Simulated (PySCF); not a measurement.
Static response to an electric field

C₉H₆N₂.
Geometry (PBE0-D3(BJ)/def2-SVP, Å), atoms numbered from 1 in this order:
```
atom  x, y, z in Å
C1    -2.4847    0.9018   -0.3083
C2    -1.0864    0.4096   -0.0976
C3     0.0166    1.2266   -0.3355
C4     1.3238    0.7603   -0.1365
C5     2.4356    1.6271   -0.3912
N6     3.3365    2.3268   -0.5971
C7     1.5475   -0.5494    0.3098
C8     0.4624   -1.3777    0.5520
C9    -0.8427   -0.9070    0.3514
C10   -1.9516   -1.7759    0.6072
N11   -2.8583   -2.4692    0.8109
H12   -3.0698    0.8362    0.6220
H13   -2.4929    1.9444   -0.6506
H14   -3.0106    0.2866   -1.0547
H15   -0.1365    2.2498   -0.6835
H16    2.5664   -0.9069    0.4632
H17    0.6153   -2.4004    0.9000
```

Level: CAM-B3LYP/def2-SVPD (PySCF), static field, nuclei fixed, core orbitals frozen in the response. The polarisability tensor in these axes (au):

```
x   154.32  30.80  -7.38
y    30.80 124.32 -19.32
z    -7.38 -19.32  69.98
```

Problem. Give the principal values, the mean and the anisotropy Δα = √{½[(α1 − α2)² + (α2 − α3)² + (α1 − α3)²]}.

Solution. Principal values 63.73, 108.68 and 176.19 au; mean 116.20 au = 17.22 Å³ = 19.16 × 10⁻⁴⁰ C²·m²/J; Δα = 98.04 au (84 % of the mean).

Problem. What is the dipole moment, and where does it point?

Solution. (-0.72, 0.18, -0.08) D, 0.74 D in size, pointing from the negative to the positive side. Measured along this direction, the outermost atoms are H16 at the negative end and H14 and H12 at the positive end.

Problem. In TDDFT the mean static polarisability is Σ f/ω² over all singlet excitations (ω in hartree). How much of it do the 6 lowest give? Their energies (eV) and oscillator strengths: 4.85, 0.0570; 5.21, 0.3792; 6.30, 0.0000; 6.41, 0.0001; 6.44, 0.4358; 6.72, 0.5798.

Solution. They add up to 29.44 au, 25.3 % of the 116.20 au; the largest single term is 10.36 au, from the state at 5.21 eV. Terms in order: 1.80, 10.36, 0.00, 0.00, 7.78, 9.51 au. Higher excitations give the rest. The strengths listed sum to 1.452.

Problem. Estimate the molar refractivity from the static electronic polarisability.

Solution. Lorentz–Lorenz: R = (4π/3)N_A α = 2.5225 cm³/(mol·Å³) × 17.22 Å³ = 43.4 cm³/mol, in the limit of long wavelengths.

Problem. Refractivity n − 1 of an ideal gas of it at 273.15 K and 1 atm, from the electronic α?

Solution. N = p/kT = 2.6868 × 10¹⁹ cm⁻³, so n − 1 = 2π × N × 17.22 × 10⁻²⁴ cm³ = 2907 × 10⁻⁶ at long wavelengths, for an ideal gas.

Problem. Find the Langevin capture rate constant for H3O+ (19.018 u) meeting this molecule (142.053 u), k = 2.342 × 10⁻⁹ cm³/s × √(α in Å³ / reduced mass in u).

Solution. The reduced mass is 16.77 u, so k = 2.37 × 10⁻⁹ cm³/s. The formula leaves out the permanent dipole, which adds to the capture rate.

Isolated species at its PBE0-D3(BJ)/def2-SVP geometry, gas phase.
